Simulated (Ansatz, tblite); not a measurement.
Removing and adding an electron: B(OH)3 (BO3H3). The state is a singlet with charge 0. Geometry: r2SCAN-D4/def2-TZVP. Ansatz, gas phase; energy differences of separate SCF runs; the oxidised species was run as a doublet alone; the reduced species was run as a doublet alone.

Cartesian coordinates in Å:
```
B 0.049 -0.087 0.205
O 0.378 0.132 1.510
H 0.457 1.072 1.702
O -0.119 1.006 -0.620
H -0.351 0.809 -1.531
O -0.090 -1.398 -0.172
H -0.323 -1.534 -1.093
```

The xTB rows come from tblite. Correlated methods freeze 4 core orbitals. In CCSD on the charge 1 doublet the largest single amplitude is 0.26, so its Hartree–Fock determinant may place the open shell otherwise than the density functionals do.

Question: Estimate orbital energies and vertical ionisation energies and electron affinities at: GFN1-xTB; GFN2-xTB; HF/def2-TZVPP; PBE-D4/def2-TZVPD; r2SCAN-D4/def2-TZVPD; PBE0-D4/def2-TZVP; PBE0-D4/def2-TZVPD; MP2/def2-TZVPP; CCSD/def2-TZVPP; CCSD(T)/def2-TZVPP.

Answer: 
```tsv
level	−HOMO (eV)	vertical IE (eV)	−LUMO (eV)	vertical EA (eV)	HOMO–LUMO gap (eV)	IE − EA (eV)	remarks
GFN1-xTB	13.68	17.97	3.94	0.16	9.75	17.80	–
GFN2-xTB	12.36	16.31	3.50	-1.21	8.85	17.52	–
HF/def2-TZVPP	–	11.00	–	–	–	–	–
PBE-D4/def2-TZVPD	7.55	–	1.26	-0.28	6.29	–	HOMO above zero (-1 doublet)
r2SCAN-D4/def2-TZVPD	7.91	–	0.58	-0.42	7.33	–	HOMO above zero (-1 doublet)
PBE0-D4/def2-TZVP	9.17	11.79	-0.12	–	9.29	–	–
PBE0-D4/def2-TZVPD	9.26	–	0.59	-0.39	8.68	–	HOMO above zero (-1 doublet)
MP2/def2-TZVPP	–	12.64	–	–	–	–	–
CCSD/def2-TZVPP	–	12.21	–	–	–	–	–
CCSD(T)/def2-TZVPP	–	12.20	–	–	–	–	–
```

Run but left out: PBE-D4/def2-TZVP, r2SCAN-D4/def2-TZVP (charge +1 doublet: an occupied level 0.25 to 0.41 eV above an empty one).   A HOMO above zero means that the electron is unbound at that level or that self-interaction error raises the level; the energy of removing that electron tells which. Raw xTB energy differences between charge states are shifted by several eV; the methods need an empirical correction for them. A negative affinity means that the extra electron isn't bound; its size then hangs on the basis.
